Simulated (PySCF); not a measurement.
Compound: C6HClN3 (charge -1).
SMILES: `C#Cc1[n-]c(Cl)nc1C#N`

Structure optimised with GFN2-xTB, isolated species.

Take the most abundant isotopes and a rigid rotor. 

Task: What are A, B and C (cm⁻¹)?

Result: Ia = 243.28, Ib = 643.21, Ic = 886.49 u·Å²; 505379 MHz·u·Å²/I gives 2077, 785.7 and 570.1 MHz, that is A = 0.06929, B = 0.02621, C = 0.01902 cm⁻¹.

Task: Classify the top.

Result: An asymmetric top. Ray's parameter κ = (2B − A − C)/(A − C) = -0.714; −1 is the prolate and +1 the oblate limit.

Task: Is it planar, by Δ = Ic − Ia − Ib?

Result: Planar: Δ = Ic − Ia − Ib = 0.00 u·Å². For a rigid frame Δ = −2 Σ m c², so it vanishes when all atoms lie in the ab plane; here none is more than 0.01 Å from it.

Task: Give the coordinates in the principal-axis frame, origin at the centre of mass.

Result: The sense of each axis is arbitrary; atoms in the order of the calculation.
```csv
atom,mass (u),a (Å),b (Å),c (Å)
C1,12.000,-2.793,-2.258,0.000
C2,12.000,-1.818,-1.553,0.000
C3,12.000,-0.702,-0.708,0.000
N4,14.003,0.583,-1.140,-0.001
C5,12.000,1.270,-0.004,0.000
Cl6,34.969,2.980,-0.018,0.000
N7,14.003,0.598,1.132,0.000
C8,12.000,-0.700,0.705,0.000
C9,12.000,-1.804,1.544,0.000
N10,14.003,-2.751,2.206,0.000
H11,1.008,-3.646,-2.868,0.000
```

Task: List the rotational levels J(Ka,Kc) to J = 3 (MHz).

Result: Above 0(0,0):
J = 1: 1(0,1) 1356, 1(1,1) 2647, 1(1,0) 2863
J = 2: 2(0,2) 4043, 2(1,2) 5143, 2(1,1) 5790, 2(2,1) 9665, 2(2,0) 9690
J = 3: 3(0,3) 8013, 3(1,3) 8873, 3(1,2) 10165, 3(2,2) 13733, 3(2,1) 13855, 3(3,1) 20745, 3(3,0) 20747
Those of J = 1 are B + C, A + C and A + B.

Stationary, but not proved a minimum. No vibrational averaging or centrifugal distortion is included, and the geometry carries the error of its method.

All values are computed, not measured.
